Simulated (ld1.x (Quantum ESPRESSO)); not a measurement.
## Varying the TM semilocal potential for lead (Pb)

Base potential:

lead (Pb), norm-conserving Troullier–Martins (semilocal form), made with ld1.x (Quantum ESPRESSO) 7.5 (PBE, scalar-relativistic). Core [Xe] 4f14 5d10, reference 6s2 6p2. Waves: 6s (bound): rc 2.10 bohr; 6p (bound): rc 2.35 bohr. Local part: the p channel. Core correction: a·sin(br)/r model core inside 1.70 bohr.

Cutoffs, loose and tight: the cutoffs (Ry, on a coarse ladder) from which the occupation-weighted sum of valence levels, in a spherical-Bessel basis at the reference potential, stays within 10 and 1 mRy of its value at 400 Ry. They do not see the model core or the augmentation charge, which bear on the density cutoff. Test errors are all-electron minus pseudo excitation energies from the reference, over the configurations 6s2 6p1; 6s2 6p0; 6s1 6p0; 6s1 6p3; 6s0 6p4; 6s2 6p2.3; 6s1 6p2. A dash means not determined; rows that change the core or the reference have their own tests.

In the semilocal form every listed channel keeps its own potential, so the choice of the local channel does not act on these tests. It acts once the file is put into the separable form.

A semilocal file is local in each channel, so a ghost entry of none says nothing of the separable form that plane-wave codes build from it.

| change | outcome | cutoff, loose | cutoff, tight | bound ghosts | largest test error (meV) |
| --- | --- | --- | --- | --- | --- |
| base | generated | 21 Ry | 35 Ry | none | -610 |
| functional LDA (PZ) | generated | 21 Ry | 35 Ry | none | -592 |
| type RRKJ, which also changes the form from semilocal to separable; local potential the s channel | failed: compute_phi: phi has nodes before r_c | – | – | – | – |
| local potential the s channel | generated | 21 Ry | 35 Ry | none | -610 |
| all radii but the core radius scaled by about 0.77 (s 1.62, p 1.82 bohr) | generated | 45 Ry | 90 Ry | none | -629 |
| wave 6s (bound): rc 2.10 bohr becomes 6s (bound): rc 2.68 bohr | generated | 15 Ry | 25 Ry | none | -611 |
| core correction a·sin(br)/r model core inside 1.30 bohr | generated | 21 Ry | 35 Ry | none | -608 |
| wave 6s (bound): rc 2.10 bohr becomes 6s (bound): rc 2.64 bohr | generated | 15 Ry | 25 Ry | none | -610 |
| core [Xe] 4f14, valence charge 14; reference 5d10 6s2 6p2; waves now 6s (bound): rc 2.00 bohr; 5d (bound): rc 1.20 bohr; 6p (bound): rc 2.15 bohr; core correction Bessel-smoothed model core, default radius (core density twice the valence density) | generated | 90 Ry | 110 Ry | none | -121 |
| wave 6p (bound): rc 2.35 bohr becomes 6p (bound): rc 3.62 bohr | generated | 21 Ry | 35 Ry | none | -730 |

Problem. What comes out with this change to the base: all radii but the core radius scaled by about 1.28 (s 2.68, p 3.00 bohr)?

Solution. outcome: generated; cutoff, loose: 12 Ry; cutoff, tight: 21 Ry; bound ghosts: none; largest test error (meV): -635.

Problem. What comes out with this change to the base: reference 6s1.5 6p2.5?

Solution. outcome: generated; cutoff, loose: 21 Ry; cutoff, tight: 30 Ry; bound ghosts: none; largest test error (meV): -88.

Problem. What comes out with this change to the base: wave 6p (bound): rc 2.35 bohr becomes 6p (bound): rc 2.12 bohr?

Solution. outcome: generated; cutoff, loose: 25 Ry; cutoff, tight: 45 Ry; bound ghosts: none; largest test error (meV): -616.
